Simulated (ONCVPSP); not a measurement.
Which change was made? (S, ONCV)

```
Element                 : sulfur (S)
Generator               : ONCVPSP 4.0.1
Type                    : optimised norm-conserving Vanderbilt (ONCV)
Functional              : PBEsol
Relativity              : non-relativistic
Frozen core             : [Ne]
Valence charge          : 6
Reference configuration : 3s2 3p3.75 (charge +0.25)
Partial waves           : 3s: rc 1.40 bohr, ncon 4, nbas 8, qcut 3.7 1/bohr, 2 projectors, debl 0.3 Ha; 3p: rc 1.40 bohr, ncon 4, nbas 8, qcut 6.1 1/bohr, 2 projectors, debl 2.9 Ha; d scattering state at 0.44 Ha: rc 1.35 bohr, ncon 5, nbas 9, qcut 7.4 1/bohr, 2 projectors, debl 1.5 Ha
Local potential         : polynomial inside 1.00 bohr (lpopt 5, dvloc0 0 Ha)
Core correction         : Teter function, fcfact 2.75, rcfact 1.55
```

In the s channel the program set the typed energies aside and used -0.717, 0.250 Ha.

Cutoffs, loose and tight: the cutoffs (Ha) at which the residual kinetic energy of the hardest occupied pseudo-wave falls to 1 and 0.1 mHa per electron. They do not see the model core or the augmentation charge, which bear on the density cutoff. Test errors are all-electron minus pseudo excitation energies from the reference, over the configurations 3s2 3p4; 3s2 3p3; 3s2 3p2; 3s0 3p6; variants that change the core or the reference have their own tests.

The base gives: outcome: generated, projector energies reset by the program; cutoff, loose: 66 Ha; cutoff, tight: 87 Ha; bound ghosts: none; GHOST(+) flags above zero: s; largest test error (meV): -15.

Q: After one change the result is: outcome: generated, projector energies reset by the program; cutoff, loose: 66 Ha; cutoff, tight: 87 Ha; bound ghosts: none; GHOST(+) flags above zero: s; largest test error (meV): +16. Which change was it?
A. p: nproj 3
B. core correction none
C. s: debl 1.25
D. s: qcut 4.6; p: qcut 7.5; d: qcut 9.1
E. all radii but the core radius scaled by about 0.84 (s 1.18, p 1.18, d 1.14 bohr); local potential polynomial inside 0.84 bohr (lpopt 5, dvloc0 0 Ha)

A: B. The others give: p: nproj 3 → outcome: generated, projector energies reset by the program; cutoff, loose: 66 Ha; cutoff, tight: 87 Ha; bound ghosts: p; GHOST(+) flags above zero: s, p; largest test error (meV): -15 | s: qcut 4.6; p: qcut 7.5; d: qcut 9.1 → outcome: generated, projector energies reset by the program; cutoff, loose: 20 Ha; cutoff, tight: 74 Ha; bound ghosts: none; GHOST(+) flags above zero: s; largest test error (meV): +9.5 | s: debl 1.25 → outcome: generated; cutoff, loose: 66 Ha; cutoff, tight: 87 Ha; bound ghosts: none; GHOST(+) flags above zero: s; largest test error (meV): -15 | all radii but the core radius scaled by about 0.84 (s 1.18, p 1.18, d 1.14 bohr); local potential polynomial inside 0.84 bohr (lpopt 5, dvloc0 0 Ha) → outcome: generated, projector energies reset by the program; cutoff, loose: 30 Ha; cutoff, tight: 139 Ha; bound ghosts: none; GHOST(+) flags above zero: s, p, d; largest test error (meV): +7.9.
